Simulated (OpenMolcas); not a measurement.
**Levels of neutral copper by method**

```
Program             : OpenMolcas 26.06
Basis               : ANO-RCC-VDZP [5s4p2d1f]
Scalar Hamiltonian  : DKH2, point nucleus
Active space        : 11 electrons in 6 orbitals (3d 4s)
State averaging     : 2S+1 = 2 even, 6 roots
Spin-orbit coupling : RASSI with atomic mean-field integrals over the reference wave functions, term energies averaged over their components
```

Methods on the same reference wave functions:
A. CASSCF
B. SS-CASPT2, IPEA 0.25 Eh, imaginary shift 0.1 Eh (closed shells correlated: 3s 3p)

Energies in cm⁻¹ above 3d¹⁰ 4s ²S_1/2, the measured ground level; measured values from NIST Handbook of Basic Atomic Spectroscopic Data.

```json
{"Level": "3d⁹ 4s² ²D_5/2", "A": "-17555", "B": "14795", "Measured": "11203"}
{"Level": "3d⁹ 4s² ²D_3/2", "A": "-15528", "B": "16822", "Measured": "13245"}
{"Level": "3d¹⁰ 4s ²S_1/2", "A": "0.0", "B": "0.0", "Measured": "0.0"}
```

A puts 3d⁹ 4s² ²D_5/2 lowest.

Deviations, from unrounded energies. A percentage is the sum of absolute deviations over the sum of measured energies, with the sign that they share, or ± where signs differ.

```
           Against measurement  Levels       A      B
mean absolute deviation (cm-1)       2   29000   3600
      other configurations (%)       2  -235.3  +29.3
```

B lies closest to measurement on these levels. The largest miss of B in the table is 3d⁹ 4s² ²D_5/2, by +3600 cm-1. The ranking rests on the paired levels alone, and a cruder setting can come out closer through cancelling errors.

The lowest spin-free term lies below A's lowest term by 0.667 hartree in B.

Over all roots computed the reference weight is 0.85 to 0.90 in B; the roots of lowest weight are the least certain, and an intruder state may touch them. A single d shell beside an s shell can misplace configurations of different d count against each other. Without dynamic correlation excited terms often stand tens of per cent too high (terms of higher spin than the ground term too low), and those without a measured partner can miss by more than the paired ones (holds for A). The lowest computed level is not the ground level that NIST lists (2S1/2) (holds for A). Measured partners are found by configuration, term and J. A level has none where our copy of the source lacks it or the pairing is in doubt (some pairs that miss far off the trend of their configuration count as doubtful), and it then counts in no deviation. Only configurations of the active space appear.
